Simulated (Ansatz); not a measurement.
Consider the ligand exchange at a Ti–N bond: `CC[N](C)[Ti]([Cl])([Cl])[Cl]` + HCl → titanium tetrachloride + ethylmethylamine.

Isolated molecules relaxed with PBE0-D4/def2-TZVP in Ansatz; ΔE leaves out vibrations. CCSD(T)/CBS is the MP2 limit (def2-TZVPP, def2-QZVPP) plus CCSD(T) − MP2 in def2-TZVPP, frozen cores. This one scheme is used for every species. DFT in def2-TZVPP. B3LYP here is the variant with VWN-RPA as its local correlation; programs differ in this. HSE06 is defined as in plane-wave codes. For Ti outer-core shells are correlated without core-valence functions, which leaves a few kJ/mol of doubt a bond. Scalar relativity is left out up to krypton. One conformer a species, not always the lowest.

`CC[N](C)[Ti]([Cl])([Cl])[Cl]`:

```xyz
16

C    -1.139   -0.479   -1.528
C    -0.413    0.598   -0.743
N     0.444    0.073    0.311
C     1.610   -0.657   -0.119
Ti   -0.158    0.548    1.966
Cl    1.166   -0.379    3.442
Cl   -0.093    2.750    2.094
Cl   -2.236   -0.168    2.163
H    -1.796   -0.018   -2.269
H    -1.750   -1.090   -0.861
H    -0.443   -1.130   -2.059
H    -1.153    1.272   -0.291
H     0.197    1.229   -1.403
H     2.220   -0.933    0.740
H     1.331   -1.574   -0.649
H     2.215   -0.041   -0.796
```

HCl:

```xyz
2

Cl   -0.157    0.130   -0.606
H     0.157   -0.130    0.606
```

`[Cl][Ti]([Cl])([Cl])[Cl]`:

Cartesian coordinates in Å:
```
Cl -1.237 0.092 1.771
Ti 0.000 0.000 0.000
Cl 0.963 -1.933 -0.106
Cl -1.230 0.290 -1.754
Cl 1.504 1.551 0.090
```

`CCNC`:

```xyz
13

C     0.977    0.861    1.331
C     0.232   -0.215    0.570
N    -0.415    0.328   -0.606
C    -1.087   -0.675   -1.398
H     0.299    1.666    1.619
H     1.437    0.453    2.233
H     1.775    1.293    0.720
H    -0.546   -0.649    1.208
H     0.922   -1.043    0.324
H     0.271    0.812   -1.172
H    -1.506   -0.220   -2.298
H    -0.440   -1.515   -1.704
H    -1.919   -1.096   -0.825
```

```json
{"level": "LDA (SPW92)", "ΔE (kJ/mol)": "-36.3", "difference from CCSD(T)/CBS": "-11.8"}
{"level": "PBE-D4", "ΔE (kJ/mol)": "-40.1", "difference from CCSD(T)/CBS": "-15.6"}
{"level": "revPBE-D4", "ΔE (kJ/mol)": "-34.1", "difference from CCSD(T)/CBS": "-9.6"}
{"level": "BLYP-D4", "ΔE (kJ/mol)": "-36.3", "difference from CCSD(T)/CBS": "-11.8"}
{"level": "r2SCAN-D4", "ΔE (kJ/mol)": "-42.8", "difference from CCSD(T)/CBS": "-18.3"}
{"level": "B97M-V", "ΔE (kJ/mol)": "-47.3", "difference from CCSD(T)/CBS": "-22.8"}
{"level": "PBE0-D4", "ΔE (kJ/mol)": "-38.9", "difference from CCSD(T)/CBS": "-14.4"}
{"level": "r2SCANh-D4", "ΔE (kJ/mol)": "-42.1", "difference from CCSD(T)/CBS": "-17.6"}
{"level": "r2SCAN0-D4", "ΔE (kJ/mol)": "-41.4", "difference from CCSD(T)/CBS": "-16.9"}
{"level": "HSE06-D4", "ΔE (kJ/mol)": "-39.6", "difference from CCSD(T)/CBS": "-15.1"}
{"level": "BHLYP-D4", "ΔE (kJ/mol)": "-38.2", "difference from CCSD(T)/CBS": "-13.7"}
{"level": "CAM-B3LYP-D4", "ΔE (kJ/mol)": "-35.3", "difference from CCSD(T)/CBS": "-10.8"}
{"level": "ωB97X-V", "ΔE (kJ/mol)": "-35.0", "difference from CCSD(T)/CBS": "-10.5"}
{"level": "ωB97M-V", "ΔE (kJ/mol)": "-36.8", "difference from CCSD(T)/CBS": "-12.3"}
{"level": "B2PLYP", "ΔE (kJ/mol)": "-44.3", "difference from CCSD(T)/CBS": "-19.8"}
{"level": "PBE-QIDH", "ΔE (kJ/mol)": "-37.7", "difference from CCSD(T)/CBS": "-13.2"}
{"level": "PBE", "ΔE (kJ/mol)": "-52.7", "difference from CCSD(T)/CBS": "-28.2"}
{"level": "BLYP", "ΔE (kJ/mol)": "-60.2", "difference from CCSD(T)/CBS": "-35.7"}
{"level": "r2SCAN", "ΔE (kJ/mol)": "-47.3", "difference from CCSD(T)/CBS": "-22.8"}
{"level": "PBE0", "ΔE (kJ/mol)": "-50.5", "difference from CCSD(T)/CBS": "-26.0"}
{"level": "B3LYP", "ΔE (kJ/mol)": "-56.0", "difference from CCSD(T)/CBS": "-31.5"}
{"level": "r2SCANh", "ΔE (kJ/mol)": "-47.0", "difference from CCSD(T)/CBS": "-22.5"}
{"level": "r2SCAN0", "ΔE (kJ/mol)": "-46.6", "difference from CCSD(T)/CBS": "-22.1"}
{"level": "HSE06", "ΔE (kJ/mol)": "-50.6", "difference from CCSD(T)/CBS": "-26.1"}
{"level": "BHLYP", "ΔE (kJ/mol)": "-53.6", "difference from CCSD(T)/CBS": "-29.1"}
{"level": "CAM-B3LYP", "ΔE (kJ/mol)": "-47.6", "difference from CCSD(T)/CBS": "-23.1"}
{"level": "LC-ωPBE", "ΔE (kJ/mol)": "-39.9", "difference from CCSD(T)/CBS": "-15.4"}
{"level": "RPA@PBE/def2-TZVPP", "ΔE (kJ/mol)": "-27.9", "difference from CCSD(T)/CBS": "-3.4"}
{"level": "HF/def2-SVP", "ΔE (kJ/mol)": "-34.7", "difference from CCSD(T)/CBS": "-10.2"}
{"level": "MP2/def2-SVP", "ΔE (kJ/mol)": "-3.5", "difference from CCSD(T)/CBS": "21.0"}
{"level": "CCSD/def2-SVP", "ΔE (kJ/mol)": "-4.0", "difference from CCSD(T)/CBS": "20.5"}
{"level": "HF/def2-TZVPP", "ΔE (kJ/mol)": "-60.9", "difference from CCSD(T)/CBS": "-36.4"}
{"level": "MP2/def2-TZVPP", "ΔE (kJ/mol)": "-19.8", "difference from CCSD(T)/CBS": "4.7"}
{"level": "SCS-MP2/def2-TZVPP", "ΔE (kJ/mol)": "-23.9", "difference from CCSD(T)/CBS": "0.6"}
{"level": "CCSD/def2-TZVPP", "ΔE (kJ/mol)": "-26.2", "difference from CCSD(T)/CBS": "-1.7"}
{"level": "CCSD(T)/def2-TZVPP", "ΔE (kJ/mol)": "-23.7", "difference from CCSD(T)/CBS": "0.8"}
{"level": "SCS-MP2/def2-QZVPP", "ΔE (kJ/mol)": "-25.5", "difference from CCSD(T)/CBS": "-1.0"}
{"level": "HF/CBS(def2)", "ΔE (kJ/mol)": "-63.7", "difference from CCSD(T)/CBS": "-39.2"}
{"level": "MP2/CBS(def2)", "ΔE (kJ/mol)": "-20.6", "difference from CCSD(T)/CBS": "3.9"}
{"level": "CCSD/CBS(def2)", "ΔE (kJ/mol)": "-27.0", "difference from CCSD(T)/CBS": "-2.5"}
{"level": "CCSD(T)/CBS", "ΔE (kJ/mol)": "-24.5", "difference from CCSD(T)/CBS": "0"}
```

(1) What do rigid-rotor, harmonic-oscillator terms from PBE0-D4/def2-TZVP frequencies (298.15 K, 1 bar) make of the CCSD(T)/CBS value? (An estimate is asked.)

Largest T1 diagnostic among the species: 0.025, so the coupled-cluster value is less sure than usual.

Results:

(1) Ansatz gave: ΔZPE = +13.7 kJ/mol, ΔH = -15.2 kJ/mol, ΔS = -1 J/(mol·K), ΔG = -14.7 kJ/mol. Modes under 50 cm⁻¹ make the entropy rough.

From BLYP to BHLYP (50 % exact exchange), in def2-TZVPP and without D4, ΔE moves by +6.6 kJ/mol. At CCSD(T), def2-SVP lies +17.1 kJ/mol from the extrapolated value and def2-TZVPP +0.8 kJ/mol.

CCSD(T)/CBS has its own doubt, a few kJ/mol and more with outer-core shells, so smaller differences from it don't rank the levels.
